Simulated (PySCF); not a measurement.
BeH6Si2, SMILES [SiH3][Be][SiH3].

Geometry: PBE0-D3(BJ)/def2-TZVP.

Level of theory: TDDFT-B3LYP/def2-SVPD run with PySCF.

Vertical excitations; the highest root listed may be one member of a degenerate set. The molecule is in vacuum. State labels are in the subgroup C2.

Computed excitation energies, oscillator strengths and character:
| state | symmetry | energy (eV) | λ (nm) | f | main pairs |
|---|---|---|---|---|---|
| S1 | A | 4.15 | 299 | 0.000 | HOMO→LUMO (degenerate set) |
| S2 | B | 4.15 | 299 | 0.000 | HOMO→LUMO+1 (degenerate set) |
| S3 | B | 6.03 | 205 | 0.083 | HOMO−1→LUMO (degenerate set) |
| S4 | A | 6.03 | 205 | 0.083 | HOMO−1→LUMO+1 (degenerate set) |
| S5 | A | 6.35 | 195 | 0.000 | HOMO−2→LUMO 50 %, HOMO−3→LUMO+1 50 % |
| S6 | B | 6.41 | 193 | 0.000 | HOMO−4→LUMO 50 %, HOMO−5→LUMO+1 50 % |
| S7 | B | 6.47 | 192 | 0.184 | HOMO→LUMO+2 85 % |
| S8 | A | 6.48 | 191 | 0.022 | HOMO−3→LUMO+1, HOMO−2→LUMO (degenerate set) |
| S9 | B | 6.48 | 191 | 0.022 | HOMO−3→LUMO, HOMO−2→LUMO+1 (degenerate set) |
| S10 | B | 6.54 | 190 | 0.000 | HOMO−5→LUMO+1 49 %, HOMO−4→LUMO 49 % |
| T1 | A | 3.56 | 349 | 0 | HOMO→LUMO (degenerate set) |
| T2 | B | 3.56 | 349 | 0 | HOMO→LUMO+1 (degenerate set) |
| T3 | B | 4.60 | 269 | 0 | HOMO−1→LUMO (degenerate set) |
| T4 | A | 4.60 | 269 | 0 | HOMO−1→LUMO+1 (degenerate set) |
Triplets are in the Tamm–Dancoff approximation, which puts them higher than full response would, so one can lie above its singlet here.
